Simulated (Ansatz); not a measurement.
Basis-set series for CH8BCl2NSi (`C[B-](Cl)(Cl)[NH2+][SiH3]`). Total charge 0; spin multiplicity 1. Geometry: relaxed with PBE0-D4/def2-TZVP. It is one conformer, not always the lowest.

```xyz
14

C    -0.5071   -1.6140    1.2928
B     0.3813   -0.7271    0.3247
Cl    0.6108   -1.4925   -1.3612
Cl    1.9997   -0.2170    1.0732
N    -0.3632    0.6800    0.0007
Si    0.3348    1.6030   -1.4156
H    -1.4747   -1.8688    0.8466
H    -0.6898   -1.1165    2.2513
H     0.0015   -2.5549    1.5127
H    -1.3436    0.4699   -0.1811
H    -0.3344    1.2395    0.8511
H    -0.4515    1.2188   -2.6031
H     0.0575    3.0225   -1.0751
H     1.7788    1.3570   -1.5172
```

```
functional       basis  functions  energy (Eh)  HOMO (eV)  LUMO (eV)
   PBE0-D4    def2-SVP        136  -1331.52108      -7.63      -0.17
   PBE0-D4  def2-TZVPP        331  -1332.07104      -7.88      -0.60
   ωB97M-V    def2-SVP        136  -1331.95070      -9.84       1.64
   ωB97M-V  def2-TZVPP        331  -1332.50494     -10.14       0.97
```

Problem. Give the rows for def2-QZVPP. (Estimate.)

Solution. The calculation gave: 
```csv
functional,basis,functions,energy (Eh),HOMO (eV),LUMO (eV)
PBE0-D4,def2-QZVPP,621,-1332.11489,-7.92,-0.76
ωB97M-V,def2-QZVPP,621,-1332.54630,-10.18,0.61
```

Positive LUMOs are unbound and depend on the basis.

Results of the Gaussian-basis code of Ansatz.
